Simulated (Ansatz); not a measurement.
Reactions of `[NH2][GaH][SiH3]`.

Computed with Ansatz on PBE0-D4/def2-TZVP structures; ΔE is electronic, products minus reactants. CBS: MP2 limit from def2 TZ/QZ plus the TZ coupled-cluster correction, frozen cores. This one scheme is used for every species. DFT in def2-TZVPP. For Ga, Se outer-core shells are correlated without core-valence functions, which leaves a few kJ/mol of doubt a bond. Scalar relativity is left out up to krypton. One conformer a species, not always the lowest.

| reaction | r2SCAN-D4 (eV) | ωB97X-V (eV) | PBE-D4 (eV) | ωB97M-V (eV) |
| --- | --- | --- | --- | --- |
| `[NH2][GaH][SiH3]` + `N[SiH3]` → `[SiH3][NH][GaH][SiH3]` + NH₃ | -0.11 | -0.10 | -0.12 | -0.11 |
| `[NH2][GaH][SiH3]` + H₂Se → `[NH2][GaH][SeH]` + SiH₄ | -0.89 | -0.90 | -0.78 | -0.91 |
| `[NH2][GaH][SiH3]` + H₂ → `[NH2][GaH2]` + SiH₄ | 0.04 | -0.05 | 0.12 | -0.05 |
| `[NH2][GaH][SiH3]` + HCl → `[SiH3][GaH][Cl]` + NH₃ | -0.83 | -0.83 | -0.81 | -0.84 |
| `[NH2][GaH][SiH3]` + `[CH3][AlH2]` → `[AlH2][CH2][SiH3]` + `[NH2][GaH2]` | 0.13 | 0.09 | 0.20 | 0.07 |

Problem. Give the CCSD(T)/CBS values in the same order. (Estimate.)

Solution. Computed: -0.15, -0.92, 0.02, -0.77, 0.11 eV.

Largest T1 diagnostic: 0.015, for `[NH2][GaH][SiH3]`.
